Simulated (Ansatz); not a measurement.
System: sum formula H3SiO, charge 0, multiplicity 2. It need not be the lowest isomer of its formula. 
Geometry from a B3LYP-D3(BJ)/def2-TZVP (Ansatz, a program for electronic structure) optimisation:
```xyz
5

Si    -0.5510    -0.0344    -0.1792
O      1.0248    -0.0911     0.3348
H     -1.3711    -0.1049     1.0565
H     -0.8291     1.2356    -0.9163
H      1.7163     0.0803    -0.3101
```
Charge 0, spin multiplicity 2.

Basis-set convergence of Hartree-Fock and CCSD correlation energies (hartree) with Ansatz. Correlated levels leave the core frozen unless marked. UHF or UKS for open shells. Spin-orbit coupling is left out. No relativistic terms.

```csv
basis,functions,E(HF),"E(corr, CCSD)"
cc-pV(D+d)Z,52,-365.53988,-0.29950
cc-pV(T+d)Z,111,-365.58688,-0.37146
cc-pV(Q+d)Z,209,-365.59778,-0.39565
cc-pV(5+d)Z,356,-365.60018,-0.40396
```

Extrapolating the two largest sets (X = 4 and 5) as X^-3: E(corr) = (125·(-0.40396) - 64·(-0.39565))/61 = -0.4127 Eh, an estimate of the basis-set limit. The largest set recovers 97.9 % of it, the smallest 72.6 %.
